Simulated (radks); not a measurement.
Results of a calculation; reference values are marked as such.
All-electron atom: the zirconium ion Zr+ in [Kr] 4d1 5s1 5p1 (not the ground configuration). Level of theory: Dirac Kohn-Sham, LDA (Slater exchange, Perdew-Wang correlation), spin-unpolarised, spherical densities, finite nucleus; open shells fill j = l - 1/2 first; Fermi nuclear charge, rms radius 4.2694 fm (a radial shooting solver on a logarithmic mesh with Libxc functionals).

Spin-orbit splittings of the eigenvalues, e(l+1/2) - e(l-1/2), with zeta = 2 splitting/(2l+1) and mean radii in bohr:

shell  occ.  splitting (eV)   zeta (eV)  <r> j=l-1/2  <r> j=l+1/2
2p        6           85.70       57.13       0.1388       0.1431
3p        6           13.67       9.112       0.4555       0.4661
3d       10           2.500      0.9999       0.4507       0.4542
4p        6           1.848       1.232        1.332        1.362
4d        1          0.1642     0.06569        1.982        1.998
4f        0      0.00005299  0.00001514        9.121        9.121
5p        1               ?           ?        3.920        3.994

Estimate the 5p splitting.

Answer. 0.2028 eV (zeta = 0.1352 eV).
